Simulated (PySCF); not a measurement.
C8H4N2OS2, SMILES c1nnc(-c2cc3sccc3s2)o1.

The structure is a stationary point at PBE0-D3(BJ)/def2-SVP. This is a generated structure with no PubChem entry under its InChIKey; it may be hypothetical. Other conformers were not sampled.

Two levels are set side by side: TDA-PBE/def2-SVP (PySCF) and TDA-CAM-B3LYP/def2-SVP (PySCF). Vertical, same geometry. The lowest singlet is HOMO−2→LUMO 99 % with PBE and HOMO→LUMO 93 % with the other functional; states are paired by order. Differences are taken from unrounded values.

```
quantity                               TDA-CAM-B3LYP
-------------------------------------  -------------
lowest singlet excitation (eV)                  4.57
lowest triplet excitation (TDA) (eV)            2.78
first bright state (f over 0.05) (eV)           4.57
its oscillator strength                         0.88
```

**Question.** What does TDA-PBE give, and how far is it from TDA-CAM-B3LYP? (The exact figures need the calculation; the answer reports its results.)

**Answer.** 
| quantity | TDA-PBE | TDA-PBE minus TDA-CAM-B3LYP |
|---|---|---|
| lowest singlet excitation (eV) | 3.69 | -0.88 |
| lowest triplet excitation (TDA) (eV) | 2.64 | -0.13 |
| first bright state (f over 0.05) (eV) | 3.90 | -0.67 |
| its oscillator strength | 0.16 | -0.72 |

A lower first singlet is the usual sign of a functional without exact exchange. Differences between two approximate levels are no errors against the true value.

Rough cost on one machine, each run with all the roots and properties that it gave: TDA-CAM-B3LYP against TDA-PBE about 5 times.
